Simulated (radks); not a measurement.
Results of a calculation; reference values are marked as such.
Q: The mean radii <r> (bohr) of the occupied orbitals of an atom or ion are listed with their occupations. Level of theory: Dirac Kohn-Sham, relativistic LDA (MacDonald-Vosko exchange, VWN5 correlation), spin-unpolarised, spherical densities, finite nucleus; Fermi nuclear charge, rms radius of each element as measured or else 0.836 A^(1/3) + 0.57 fm (a radial shooting solver on a logarithmic mesh with Libxc functionals).

orbital  occ.      <r>
1s1/2       2  0.05593
2s1/2       1   0.2304

Name the element and its charge. Open shells, if any, fill j = l - 1/2 first.

A: Z = 27, cobalt, charge +24: Co24+ in [He] 2s1. The 1s radius gives Z: for a bare nucleus <r> = (2 gamma + 1)/(2Z) with gamma = sqrt(1 - (Z/c)^2), 0.05483 bohr for Z = 27, and screening makes it slightly larger (0.05593 here). The occupations add up to 3, and the charge is Z minus that.
